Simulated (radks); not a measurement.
The numbers below are computed, except where a source is named.
P9+, configuration [He] 2s2 2p2.

Level of theory: non-relativistic Kohn-Sham, PBE, spin-polarised, spherical densities, point nucleus; open shells are filled with parallel spins first (a radial shooting solver on a logarithmic mesh with Libxc functionals).

Energy parts (Ry):
| part | energy |
|---|---|
| total | -583.45353 |
| kinetic | 583.11915 |
| electron-nucleus | -1251.70274 |
| Hartree | 115.36046 |
| exchange-correlation | -30.23041 |

Orbitals (lengths in bohr, moments of r in powers of bohr; r(max) is where P^2 peaks):
orbital  occ.  eigenvalue (Ry)    <r^2>     <r>   r(max)  <1/r>
1s up       1        -177.5465  0.01443  0.1037  0.06799  14.59
1s down     1        -177.1463  0.01437  0.1034  0.06792  14.61
2s up       1        -32.06479   0.2531  0.4644   0.3925  3.175
2s down     1        -31.25427   0.2586  0.4693   0.3952  3.134
2p up       2        -29.32953   0.2039  0.4094   0.3194  3.105
2p down     0        -28.40448   0.2098  0.4148   0.3226  3.074

The highest occupied level is 2p up at -399.05 eV. Spin moment in Bohr magnetons: 2. The density falls to 0.001 e/bohr^3 at r = 1.33 bohr. The electron density at the nucleus is 2228 e/bohr^3. For comparison, the ionisation energy in NIST's Atomic Spectra Database is 424.4 eV (semi-empirical). In exact Kohn-Sham theory the highest level is minus the ionisation energy, but local and semilocal functionals leave it too shallow, through self-interaction and a potential that decays too fast; potentials with the right tail come closer. Summed over all electrons, <r^2> = 0.9483 bohr^2, which gives a Langevin (diamagnetic) susceptibility term of -0.751 x 10^-6 cm^3/mol. The spin density at the nucleus is -0.467 e/bohr^3 (1s -3.226, 2s 2.759), a Fermi contact field of -24.5 T. Virial ratio -V/T = 2.00057.
